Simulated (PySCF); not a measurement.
# Which method gave which barrier?

Saddle point of BN₂H₄Cl, singlet (BN₂H₄Cl ([NH2][B]([NH2])[Cl]) → BNHCl ([NH][B][Cl]) + NH₃ (still joined by a long B–N bond); bonds formed: N2–H4; bonds broken: N3–H4; bonds weakened to dative contacts: B1–N2), PBE0-D4/def2-TZVP structure:

```
8
angstrom
B -0.5114 0.1836 0.3011
N 0.8126 0.4099 -0.4890
N -0.5266 -1.1669 0.3317
H 0.6290 -0.8143 -0.3581
Cl -1.5166 1.5157 0.8780
H 0.7359 0.8152 -1.4143
H 1.5812 0.8440 0.0080
H -1.2042 -1.7875 0.7426
```

Program: PySCF 2.14 with density fitting (its default auxiliary sets; JK sets also for MP2 and CCSD(T)). Basis: def2-TZVPP, with def2-QZVPP for the basis limit. Cores are frozen in the correlated methods. B3LYP uses VWN-RPA correlation. Extrapolation: Hartree–Fock as exp(−7.88 √X), correlation as X^−2.97. Four methods, as single points on the PBE0-D4 structures, gave these electronic barriers from the start structure: 53.84, 60.53, 66.33, 75.33 kcal/mol.

(1) The methods were, in alphabetical order, B3LYP-D4, BHLYP-D4, HF, PBE-D4. Which gave which? (A judgement: the text doesn't fix the answer.)

T1 diagnostic: at most 0.014.

Answers

(1) The calculation gives: PBE-D4 53.84; B3LYP-D4 60.53; BHLYP-D4 66.33; HF 75.33 kcal/mol. For comparison, CCSD(T) at an estimated basis limit (MP2 extrapolated from triple and quadruple zeta, plus CCSD(T) − MP2 in triple zeta) gives 60.61 kcal/mol.

Labels in which every atom is bracketed show which atoms are joined, not bond orders.

For scale, one of the runs: CCSD(T)/def2-TZVPP, 191 basis functions, launched by `OMP_NUM_THREADS=4 python run.py`. Hardware: 4 CPU threads of a Oxide Virtual Turin-like, shared host. Wall time 2.9 min; peak host memory 2.2 GiB.
